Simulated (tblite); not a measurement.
Record of a relaxation.

Compound: C4H11AsSSi.
Numbering: `[SiH3:1][S:2][C@@H:3]1[CH2:4][CH2:5][AsH:6][CH2:7]1` (hydrogens: H8, H9, H10 on Si1; H11 on C3; H12, H13 on C4; H14, H15 on C5; H16 on As6; H17, H18 on C7)

Computed with GFN2-xTB (tblite), gas phase: L-BFGS steps from a force-field or distance-geometry start until the largest atomic force falls under 0.01 eV/Å. 5 of its 58 geometries are shown.

Step 0: E = -585.9867 eV, largest atomic force 0.949 eV/Å
```
atom  x, y, z in Å  |  force x, y, z in eV/Å
Si1     2.941    0.778    0.345    0.236   0.297   0.021
S2      1.312    1.203   -1.031    0.687  -0.379   0.533
C3      0.121    0.049   -0.251   -0.869  -0.084  -0.084
C4     -1.018   -0.239   -1.245   -0.009  -0.288   0.010
C5     -2.124   -0.993   -0.491   -0.228  -0.144  -0.767
As6    -2.181   -0.325    1.351    0.356  -0.544   0.660
C7     -0.515    0.666    0.992    0.469   0.083   0.363
H8      4.150    1.484   -0.104   -0.400  -0.105  -0.048
H9      3.197   -0.669    0.382   -0.174   0.167  -0.072
H10     2.580    1.255    1.697    0.004  -0.111  -0.311
H11     0.605   -0.910    0.006    0.013   0.393  -0.134
H12    -0.647   -0.860   -2.085   -0.157   0.513   0.274
H13    -1.433    0.708   -1.628    0.352  -0.260   0.049
H14    -3.098   -0.823   -0.997    0.448  -0.244   0.180
H15    -1.908   -2.071   -0.482   -0.202   0.255  -0.073
H16    -1.384   -1.560    1.903   -0.373   0.431  -0.082
H17     0.169    0.587    1.870   -0.406   0.276  -0.525
H18    -0.774    1.724    0.822    0.252  -0.256   0.006
```

Step 14: E = -586.1466 eV, largest atomic force 0.136 eV/Å
```
atom  x, y, z in Å  |  force x, y, z in eV/Å
Si1     2.983    0.774    0.376    0.005   0.015  -0.017
S2      1.378    1.115   -0.984   -0.027  -0.007  -0.050
C3      0.095    0.031   -0.232   -0.071  -0.036   0.027
C4     -1.022   -0.233   -1.234   -0.020  -0.001   0.005
C5     -2.128   -1.007   -0.519    0.024  -0.011  -0.022
As6    -2.161   -0.365    1.373   -0.112   0.005   0.077
C7     -0.514    0.667    0.998   -0.028   0.005   0.020
H8      4.082    1.524   -0.197    0.030  -0.004  -0.008
H9      3.182   -0.669    0.400    0.060  -0.043   0.033
H10     2.607    1.250    1.702    0.029   0.019   0.028
H11     0.579   -0.916    0.027    0.029   0.003  -0.015
H12    -0.636   -0.781   -2.096   -0.032   0.044  -0.001
H13    -1.401    0.730   -1.586    0.022   0.006  -0.006
H14    -3.096   -0.846   -1.003    0.071   0.017   0.010
H15    -1.930   -2.080   -0.537    0.011  -0.001   0.002
H16    -1.413   -1.560    1.929    0.035  -0.015  -0.033
H17     0.171    0.666    1.849   -0.026   0.008  -0.020
H18    -0.784    1.706    0.786    0.001  -0.005  -0.031
```

Step 28: E = -586.1554 eV, largest atomic force 0.028 eV/Å
```
atom  x, y, z in Å  |  force x, y, z in eV/Å
Si1     3.011    0.767    0.375    0.004   0.005  -0.001
S2      1.387    1.081   -0.975   -0.013  -0.020   0.015
C3      0.083    0.018   -0.219    0.006   0.011   0.012
C4     -1.031   -0.221   -1.226    0.002   0.004   0.010
C5     -2.134   -1.008   -0.524   -0.003  -0.012   0.011
As6    -2.178   -0.385    1.378    0.001  -0.008  -0.027
C7     -0.541    0.668    0.997    0.002   0.013   0.005
H8      4.092    1.516   -0.236    0.006  -0.014   0.005
H9      3.253   -0.671    0.445    0.000   0.010  -0.001
H10     2.657    1.272    1.700    0.008   0.006  -0.009
H11     0.560   -0.931    0.043   -0.011  -0.003   0.002
H12    -0.656   -0.746   -2.107    0.004   0.008   0.005
H13    -1.405    0.753   -1.549   -0.013  -0.004  -0.021
H14    -3.097   -0.851   -1.015    0.005   0.013   0.010
H15    -1.925   -2.079   -0.545    0.002  -0.012  -0.011
H16    -1.395   -1.571    1.904   -0.002  -0.009   0.000
H17     0.133    0.698    1.856    0.009   0.000  -0.017
H18    -0.823    1.696    0.753   -0.007   0.011   0.012
```

Step 43: E = -586.1563 eV, largest atomic force 0.021 eV/Å
```
atom  x, y, z in Å  |  force x, y, z in eV/Å
Si1     3.017    0.767    0.374    0.001   0.001   0.003
S2      1.389    1.075   -0.972    0.002   0.010   0.008
C3      0.078    0.024   -0.215    0.003  -0.003   0.002
C4     -1.033   -0.219   -1.226   -0.003   0.001  -0.006
C5     -2.134   -1.009   -0.526   -0.007  -0.012   0.000
As6    -2.176   -0.397    1.377    0.005  -0.005   0.012
C7     -0.548    0.672    1.000   -0.004   0.000   0.004
H8      4.104    1.500   -0.245    0.001  -0.007  -0.007
H9      3.255   -0.671    0.458   -0.009   0.004   0.001
H10     2.675    1.290    1.694   -0.003   0.002  -0.002
H11     0.549   -0.928    0.051    0.007  -0.008   0.001
H12    -0.651   -0.742   -2.104    0.006  -0.008  -0.006
H13    -1.410    0.752   -1.556   -0.002   0.014   0.001
H14    -3.098   -0.847   -1.013   -0.008   0.017  -0.004
H15    -1.927   -2.080   -0.559    0.010  -0.017   0.006
H16    -1.387   -1.582    1.900   -0.003   0.008  -0.013
H17     0.129    0.704    1.855    0.002   0.003   0.002
H18    -0.840    1.699    0.761    0.001   0.002  -0.004
```

Step 57: E = -586.1575 eV, largest atomic force 0.009 eV/Å
```
atom  x, y, z in Å  |  force x, y, z in eV/Å
Si1     3.016    0.771    0.374   -0.002   0.000   0.001
S2      1.378    1.100   -0.954    0.001  -0.002  -0.006
C3      0.077    0.032   -0.205   -0.006  -0.003  -0.006
C4     -1.026   -0.219   -1.224   -0.005  -0.003   0.000
C5     -2.134   -1.008   -0.531    0.003  -0.002  -0.005
As6    -2.168   -0.428    1.383    0.002   0.005  -0.006
C7     -0.561    0.671    1.008    0.003  -0.004  -0.002
H8      4.120    1.435   -0.289    0.006   0.002   0.004
H9      3.196   -0.673    0.497   -0.005  -0.002   0.001
H10     2.713    1.346    1.681    0.004   0.006   0.004
H11     0.556   -0.916    0.061    0.000   0.005  -0.003
H12    -0.634   -0.747   -2.095   -0.008   0.005   0.001
H13    -1.402    0.750   -1.563    0.004  -0.003   0.006
H14    -3.097   -0.826   -1.012    0.001   0.000   0.002
H15    -1.940   -2.082   -0.581    0.000  -0.003   0.002
H16    -1.351   -1.607    1.873   -0.001  -0.002   0.001
H17     0.116    0.715    1.863    0.003   0.005   0.003
H18    -0.869    1.693    0.767   -0.001  -0.004   0.003
```

Q: Summarise the path.

A: The energy falls by 16.47 kJ/mol from step 0 to step 57; nine tenths of that is first reached at step 11. It falls at every step. The largest force goes from 0.949 to 0.009 eV/Å. Among the bonds As6–H16 changes most, from 1.570 to 1.516 Å; the atoms move by 0.105 Å rms after alignment.

Q: Follow the three bonds and two angles with the largest change from start to end.

A: 
```
step  E above end (kJ/mol)  largest force (eV/Å)  As6–H16 (Å)  C5–As6 (Å)  Si1–S2 (Å)  Si1–S2–C3 (°)  S2–Si1–H8 (°)
   0                 16.47                 0.949        1.570       1.960       2.173           95.4          109.2
   2                  5.42                 0.347        1.515       1.998       2.142           97.7          109.1
   5                  3.17                 0.161        1.507       1.995       2.132           98.9          107.9
   7                  2.43                 0.154        1.518       1.997       2.137           99.3          106.7
  10                  1.82                 0.105        1.516       2.003       2.140           99.4          105.4
  12                  1.39                 0.146        1.511       2.000       2.135           99.5          104.4
  15                  0.91                 0.093        1.519       1.999       2.131           99.9          103.5
  17                  0.71                 0.095        1.520       2.003       2.132           99.9          103.2
  20                  0.56                 0.059        1.512       2.001       2.133          100.0          103.2
  22                  0.43                 0.105        1.511       1.997       2.133          100.5          103.2
  25                  0.25                 0.043        1.519       1.999       2.133          101.1          103.0
  27                  0.21                 0.035        1.517       2.002       2.134          101.1          103.0
  30                  0.17                 0.035        1.513       2.000       2.135          101.4          103.1
  32                  0.14                 0.027        1.514       1.999       2.135          101.6          103.2
  35                  0.13                 0.016        1.516       2.001       2.135          101.6          103.3
  37                  0.13                 0.014        1.515       2.002       2.135          101.6          103.3
  40                  0.12                 0.014        1.516       2.000       2.135          101.6          103.3
  42                  0.11                 0.016        1.517       2.000       2.135          101.6          103.3
  45                  0.09                 0.027        1.516       2.001       2.135          101.6          103.2
  47                  0.07                 0.021        1.515       2.001       2.135          101.6          103.2
  50                  0.05                 0.028        1.515       2.000       2.135          101.7          103.2
  52                  0.03                 0.021        1.516       2.000       2.135          101.6          103.2
  55                  0.00                 0.018        1.516       2.000       2.134          101.5          103.2
  57                  0.00                 0.009        1.516       2.000       2.134          101.5          103.2
```

What follows is the cost of the whole relaxation. The run took 0.48 s of wall time on one thread, Arm Neoverse V1 (aarch64), on a shared host.
